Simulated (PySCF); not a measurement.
## Structure elucidation problem

The spectra below were simulated for a compound C5H11NOSi2.

¹H NMR (500 MHz, computed): δ 5.20 (m, 1H), 5.20 (m, 1H), 3.62 (m, 1H), 3.60 (m, 1H), 2.09 (m, 1H), 1.60 (m, 1H), 1.52 (m, 1H), 1.10 (br s, 1H), 0.17 (s, 3H).

¹³C{¹H} NMR (computed): δ 102.3 (CH), 90.0 (C), 42.4 (CH2), 22.0 (CH2), 2.8 (CH3).

PySCF calculation with GIAO PBE0/pcSseg-1 shieldings and geometry from GFN2-xTB; rapidly exchanging positions averaged, non-relativistic, isolated molecule, a single conformation.

Scale: ¹H (31.72 ppm), ¹³C (186.93 ppm) vs TMS (reference shieldings calculated alike).

Which candidate is it?
A. C#C[SiH2]O[Si@@]1(C)CCN1
B. C#CCC(=C)[SiH2]O[SiH2]N
C. C=C[Si@](N)(C#CC)[SiH2]O

## Answers

A. 

1. Rings plus π bonds: 3 (1 ring in the answer).
2. 5 carbon signals for 5 carbons: no two carbons are equivalent.
3. Carbon types of the structure: 1 × C, 1 × CH, 2 × CH2, 1 × CH3, leaving 3 H on heteroatoms.
4. δC 102.3: terminal alkyne carbon; the triple bond shields along its axis, which puts it between sp3 and sp2 carbons.
5. δC 90.0: alkyne carbon; the triple bond shields along its axis, which puts it between sp3 and sp2 carbons.
6. δC 42.4: sp3 CH2 bonded to N; deshielded by the electronegative neighbour.
7. δC 2.8: methyl carbon bonded to Si; an electropositive neighbour leaves it electron-rich and shielded.
8. δH 0.17: hydrogen on a methyl carbon bonded to Si; an electropositive neighbour shields it, as in TMS itself.

The others: C#CCC(=C)[SiH2]O[SiH2]N would give 6 signals for carbon-bound and other non-exchanging H, not 8; C=C[Si@](N)(C#CC)[SiH2]O would give 6 signals for carbon-bound and other non-exchanging H, not 8.

The OH or NH signal is concentration- and solvent-dependent in practice; the value given is the gas-phase one. Shifts are as computed. Against solution values, carbons near 30 ppm lie about +3 ppm off and those near 130 ppm about +5 ppm. Of 1309 compounds with measured shifts, 239 miss one by over three times the rms of a fit or turn the order of signals round; such compounds aren't used in these exercises. No couplings were computed; multiplicities are counted from neighbouring protons, with m where these are inequivalent, close in shift, in a saturated or five-membered ring or joined by F or P, and br s for small geminal =CH2 splittings.
